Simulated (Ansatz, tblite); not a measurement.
Adding an electron: Li2F2⁺ (the lowest doublet isomer of a short search). Charge 1, multiplicity 2. Geometry: PBE0-D4/def2-TZVP. Ansatz, gas phase; energy differences of separate SCF runs; the reduced species is a singlet (the triplet lies 3.70 eV higher at PBE0-D4/def2-TZVP).

```
atom   x (Å)   y (Å)   z (Å)
 Li1  -0.477  -1.416   0.477
 Li2   0.477   1.416  -0.476
  F3   0.647   0.023   0.716
  F4  -0.647  -0.023  -0.716
```

The xTB rows come from tblite. In the doublet, F3 and F4 lie 1.93 Å apart (atoms count from 1), so these atoms are partly bonded to each other. The structure comes from a short search, and lower isomers may exist.

```json
{"level": "GFN1-xTB", "−HOMO (eV)": "–", "−LUMO (eV)": "–", "vertical EA (eV)": "13.69", "HOMO–LUMO gap (eV)": "–"}
{"level": "GFN2-xTB", "−HOMO (eV)": "–", "−LUMO (eV)": "–", "vertical EA (eV)": "13.53", "HOMO–LUMO gap (eV)": "–"}
{"level": "PBE-D4/def2-TZVP", "−HOMO (eV)": "14.08", "−LUMO (eV)": "12.27", "vertical EA (eV)": "7.56", "HOMO–LUMO gap (eV)": "1.81"}
{"level": "r2SCAN-D4/def2-TZVP", "−HOMO (eV)": "14.54", "−LUMO (eV)": "11.86", "vertical EA (eV)": "7.54", "HOMO–LUMO gap (eV)": "2.69"}
{"level": "PBE0-D4/def2-TZVP", "−HOMO (eV)": "16.27", "−LUMO (eV)": "10.75", "vertical EA (eV)": "7.74", "HOMO–LUMO gap (eV)": "5.52"}
```

  HOMO and LUMO are the levels of the spin that leaves or enters (xTB has no such levels and no spin-polarisation term). Other spin states of the ions may lie lower, which would lower the ionisation energy or raise the affinity. Raw xTB energy differences between charge states are shifted by several eV; the methods need an empirical correction for them.
